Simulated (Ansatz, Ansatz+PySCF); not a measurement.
```xyz
2

Mg    0.0106    0.0481   -1.1809
B     0.0094   -0.0470    1.2039
```

Basis set: def2-SVP (spherical functions). Correlated methods keep 2 orbitals frozen. Correlation on ROHF uses semicanonical orbitals with singles. Charge 0, multiplicity 2.

Computed with Ansatz (development build ahead of 0.2.0); each method stands on the lowest determinant of its kind that the runs found.

The atomization energy at this shape (free ground-state atoms in the same class of orbitals less the molecule, no zero-point energy) of doublet MgB:

```csv
method,atomization energy
UHF-CCSDT(Q),0.43 eV
UHF-CCSD(T),0.32 eV
UHF-MP2,0.31 eV
ROHF-MP2,0.22 eV
ROHF,-0.31 eV
UHF,0.43 eV
```

Q: What does ROHF-CCSD(T) give?

A: 0.37 eV. Caution for UHF-CCSDT(Q), UHF-CCSD(T), UHF-MP2, UHF: the unrestricted determinant is a mixture of spin states. Caution for ROHF-CCSD(T), ROHF-MP2, ROHF: an unrestricted determinant lies well below. Caution for UHF-CCSD(T): another reference gives a lower total.
